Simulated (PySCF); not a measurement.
## Working out the ionisation energy of N²⁺

N²⁺ [He] 2s2 2p1 (2P) → N³⁺ [He] 2s2 (1S). Computed with PySCF 2.14 in cc-pVDZ (3s2p1d, 14 functions), with no relativity, point nucleus. Frozen: 1s2. Energies in hartree (1 hartree = 27.21139 eV):

```
            part  N²⁺ (lower)  N³⁺ (upper)
             UHF   -52.805644   -51.067293
CCSD correlation    -0.074317    -0.084819
             (T)    -0.000543     0.000000
```

**Question.** What does Hartree-Fock give?

**Answer.** (-51.067293) − (-52.805644) = 1.738351 hartree = 47.303 eV.

**Question.** What do CCSD and CCSD(T) give?

**Answer.** The CCSD correlation energies differ by -0.010502 hartree = -0.286 eV and the triples by 0.000543 hartree = 0.015 eV, so CCSD gives 47.017 eV and CCSD(T) 47.032 eV.

Reference: 47.445 eV (semi-empirical (NIST evaluation); NIST Atomic Spectra Database, ionization energies), between the lowest levels; spin-orbit coupling is absent from the calculation.

A double-zeta basis recovers only part of the correlation energy.

The coupled-cluster amplitudes are large, so a single reference is strained.

What remains against the reference includes basis incompleteness, the frozen core and higher excitations.
